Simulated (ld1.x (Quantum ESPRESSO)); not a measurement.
**osmium, TM: configuration errors across variants**

| Property | Result |
| --- | --- |
| Element | osmium (Os) |
| Generator | ld1.x (Quantum ESPRESSO) 7.5 |
| Type | norm-conserving Troullier–Martins (Kleinman–Bylander form) |
| Functional | PBE |
| Relativity | scalar-relativistic |
| Frozen core | [Xe] 4f14 |
| Valence charge | 8 |
| Reference configuration | 5d6 6s2 6p0 |
| Partial waves | 6s (bound): rc 2.15 bohr; 6p (bound, empty): rc 2.40 bohr; 5d (bound): rc 1.55 bohr |
| Local potential | all-electron potential smoothed inside 1.85 bohr (lloc = -1) |
| Core correction | Bessel-smoothed model core inside 1.45 bohr |

All-electron excitation energies from the reference (eV): (1) 5d6 6s1 6p0 9.577; (2) 5d6 6s0 6p0 26.491; (3) 5d5 6s0 6p0 55.338; (4) 5d7 6s0 6p0 9.039; (5) 5d6 6s1 6p1 5.057.

Tests that are not counted but printed errors over 1 eV. “base”: 5d5 6s2 6p1 (solver errors, printed error -2.6 eV); 5d6 6s0 6p1 (solver errors, printed error -2.9 eV). “wave 5d (bound): rc 1.55 bohr becomes 5d (bound): rc 2.40 bohr”: 5d5 6s2 6p1 (solver errors, printed error -2.6 eV); 5d6 6s0 6p1 (solver errors, printed error -2.9 eV). “wave 6s (bound): rc 2.15 bohr becomes 6s (bound): rc 1.60 bohr”: 5d5 6s2 6p1 (solver errors, printed error -2.6 eV); 5d6 6s0 6p1 (solver errors, printed error -3.0 eV). “wave 6p (bound): rc 2.40 bohr becomes 6p (bound): rc 1.82 bohr”: 5d5 6s2 6p1 (solver errors, printed error -2.6 eV); 5d6 6s0 6p1 (solver errors, printed error -2.9 eV).

2 further variants failed, have other tests or another functional or relativity, and are left out.

A true bound ghost makes a file unfit for plane-wave use even where its test errors are small: the radial tests pick states by their node count and pass the ghost by. Where a test does run into it, the solver fails or the error is huge.

Errors AE − PS in meV (a dash: test not solved or not reliable):

```tsv
change	(1)	(2)	(3)	(4)	(5)	bound ghosts
base	-12	-52	-97	-111	-8.2	s, p
wave 5d (bound): rc 1.55 bohr becomes 5d (bound): rc 2.40 bohr	-11	-50	-101	-102	-8.0	s, p
local potential all-electron potential smoothed inside 1.60 bohr (lloc = -1)	-12	-52	-96	-110	-4.5	s, p
wave 6s (bound): rc 2.15 bohr becomes 6s (bound): rc 1.60 bohr	-18	-79	-195	-101	-21	s, p
local potential all-electron potential smoothed inside 1.65 bohr (lloc = -2)	-13	-52	-98	-111	-2.3	s
wave 6p (bound): rc 2.40 bohr becomes 6p (bound): rc 1.82 bohr	-12	-52	-97	-111	-16	p, s
```

Task: Give the same row for: all radii but the core radius scaled by about 0.90 (s 1.94, p 2.16, d 1.40 bohr); local potential all-electron potential smoothed inside 1.68 bohr (lloc = -1).

Result: -9.0, -39, -109, -85, -5.2; bound ghosts: s, p.
